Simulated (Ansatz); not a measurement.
`C#CCCCCCC`. The species carries charge 0 and has multiplicity 1. All single points use the PBE0-D4/def2-TZVP geometry. It is one conformer, not always the lowest.

```xyz
22

C     0.897   -2.894    2.093
C     1.277   -1.755    2.088
C     1.711   -0.367    2.077
C     0.669    0.586    1.490
C     0.360    0.316    0.028
C    -0.696    1.255   -0.532
C    -0.980    1.062   -2.017
C    -1.577   -0.293   -2.362
H     0.566   -3.905    2.101
H     2.642   -0.292    1.503
H     1.954   -0.067    3.101
H     1.037    1.611    1.608
H    -0.251    0.513    2.080
H     1.282    0.414   -0.561
H     0.038   -0.724   -0.077
H    -1.628    1.126    0.033
H    -0.380    2.290   -0.361
H    -1.663    1.851   -2.350
H    -0.051    1.208   -2.581
H    -0.891   -1.111   -2.130
H    -2.500   -0.467   -1.802
H    -1.817   -0.359   -3.426
```

Task: What is the dipole moment at PBE/def2-TZVPP? (Estimate.)

Result: The calculation gave: 0.86 D, with components (0.08, 0.84, -0.16) D in this frame, pointing from negative to positive charge.

Task: And with r2SCAN, B3LYP, ωB97M-V? (Estimate.)

Result: The calculation gave: r2SCAN 0.87 D, B3LYP 0.83 D, ωB97M-V 0.80 D.

Task: Give the Mulliken charges with PBE, r2SCAN, ωB97M-V in def2-TZVPP. (Best estimate.)

Result: The calculation gave: 
```csv
atom,PBE,r2SCAN,ωB97M-V
C1,0.07,0.13,0.01
C2,-0.35,-0.41,-0.32
C3,-0.13,-0.12,-0.22
C4,-0.08,-0.01,-0.17
C5,-0.12,-0.06,-0.17
C6,-0.08,-0.01,-0.18
C7,-0.09,-0.01,-0.17
C8,-0.26,-0.16,-0.32
H9,0.20,0.23,0.24
H10,0.08,0.05,0.12
H11,0.09,0.06,0.12
H12,0.05,0.02,0.09
H13,0.06,0.03,0.10
H14,0.04,0.02,0.08
H15,0.08,0.05,0.11
H16,0.05,0.02,0.09
H17,0.05,0.02,0.09
H18,0.06,0.02,0.09
H19,0.05,0.01,0.08
H20,0.08,0.04,0.10
H21,0.07,0.04,0.10
H22,0.08,0.04,0.11
```

B3LYP here is the variant with VWN-RPA as its local correlation; programs differ in this.

Computed with Ansatz.
